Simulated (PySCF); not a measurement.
Si(F)2(Cl)(Et) (C₂H₅ClF₂Si), SMILES CC[Si](F)(F)Cl.

The structure is a stationary point at r2SCAN-D4/def2-SVP. One conformer was computed; it need not be the lowest.

Computed with TDA-PBE0/def2-SVPD in PySCF.

Vertical excitations. The molecule is in vacuum.

```tsv
state	energy (eV)	λ (nm)	f	main pairs
S1	8.38	148	0.087	HOMO→LUMO 97 %
S2	8.68	143	0.032	HOMO−1→LUMO 83 %
S3	8.82	141	0.058	HOMO−2→LUMO 63 %, HOMO→LUMO+1 21 %
S4	8.93	139	0.033	HOMO→LUMO+1 65 %, HOMO−2→LUMO 21 %
S5	9.33	133	0.016	HOMO→LUMO+2 39 %, HOMO−1→LUMO+1 27 %, HOMO→LUMO+3 15 %
S6	9.37	132	0.003	HOMO−3→LUMO 65 %, HOMO−2→LUMO+1 12 %
S7	9.44	131	0.028	HOMO−2→LUMO+1 39 %, HOMO→LUMO+3 20 %, HOMO→LUMO+2 13 %, HOMO−3→LUMO 8 %
S8	9.48	131	0.017	HOMO→LUMO+3 29 %, HOMO−1→LUMO+1 16 %, HOMO→LUMO+2 16 %, HOMO−2→LUMO+1 14 %
S9	9.62	129	0.054	HOMO−1→LUMO+1 27 %, HOMO→LUMO+3 18 %, HOMO−2→LUMO+3 13 %, HOMO−2→LUMO+1 13 %
S10	9.69	128	0.005	HOMO−1→LUMO+2 63 %, HOMO−1→LUMO+3 15 %
T1	7.96	156	0	HOMO→LUMO 84 %
T2	8.26	150	0	HOMO−1→LUMO 72 %, HOMO−1→LUMO+2 16 %
T3	8.36	148	0	HOMO→LUMO+1 48 %, HOMO−2→LUMO 32 %
T4	8.53	145	0	HOMO−2→LUMO 38 %, HOMO→LUMO+1 34 %
```
Triplets are in the Tamm–Dancoff approximation.
